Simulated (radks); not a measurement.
Species: the indium ion In5+. Configuration: [Kr] 4d8. Method: Dirac Kohn-Sham, BLYP, spin-unpolarised, spherical densities, finite nucleus; open shells fill j = l - 1/2 first; Fermi nuclear charge, rms radius 4.6156 fm; computed with a radial shooting solver on a logarithmic mesh with Libxc functionals.

Unscreened Slater integrals over Kohn-Sham orbitals (cm^-1). Large and small components are both included.

| integral | value |
|---|---|
| F0(4d5/2,4d5/2) | 183360 |
| F2(4d5/2,4d5/2) | 93055 |
| F4(4d5/2,4d5/2) | 61632 |
| F0(4d5/2,4d3/2) | 184270 |
| F2(4d5/2,4d3/2) | 93489 |
| G2(4d5/2,4d3/2) | 93422 |
| G4(4d5/2,4d3/2) | 61880 |
| F0(4d5/2,4p3/2) | 197790 |
| F2(4d5/2,4p3/2) | 100290 |
| G1(4d5/2,4p3/2) | 127420 |
| G3(4d5/2,4p3/2) | 78739 |
| F0(4d5/2,4p1/2) | 200240 |
| G3(4d5/2,4p1/2) | 78431 |
| F0(4d3/2,4d3/2) | 185200 |
| F2(4d3/2,4d3/2) | 93947 |
| F0(4d3/2,4p3/2) | 198950 |
| F2(4d3/2,4p3/2) | 101080 |
| G1(4d3/2,4p3/2) | 128550 |
| G3(4d3/2,4p3/2) | 79478 |
| F0(4d3/2,4p1/2) | 201450 |
| G1(4d3/2,4p1/2) | 128580 |
| F0(4p3/2,4p3/2) | 216340 |
| F2(4p3/2,4p3/2) | 113700 |
| F0(4p3/2,4p1/2) | 219600 |
| G2(4p3/2,4p1/2) | 114980 |
| F0(4p1/2,4p1/2) | 223070 |
